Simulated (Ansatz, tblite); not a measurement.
Adding an electron: As5⁺. Charge 1, multiplicity 1. Geometry: PBE-D4/def2-SVP. Ansatz, gas phase; energy differences of separate SCF runs; the reduced species was run as a doublet alone.

```xyz
5

As   -1.5491   -0.2712    0.8263
As   -0.8596   -0.2919   -1.5289
As    0.7333   -1.3284    0.2269
As    1.1819    0.9359   -0.9400
As    0.4935    0.9556    1.4157
```

The xTB rows come from tblite. The structure comes from a short search, and lower isomers may exist.

| level | −HOMO (eV) | −LUMO (eV) | vertical EA (eV) | HOMO–LUMO gap (eV) |
| --- | --- | --- | --- | --- |
| GFN1-xTB | 17.13 | 15.26 | 11.19 | 1.87 |
| GFN2-xTB | 14.20 | 11.99 | 9.27 | 2.20 |
| PBE-D4/def2-TZVP | 10.70 | 8.37 | 5.97 | 2.33 |
| r2SCAN-D4/def2-TZVP | 10.98 | 8.44 | 6.15 | 2.54 |
| PBE0-D4/def2-TZVP | 11.64 | 7.73 | 6.07 | 3.91 |

  Raw xTB energy differences between charge states are shifted by several eV; the methods need an empirical correction for them.
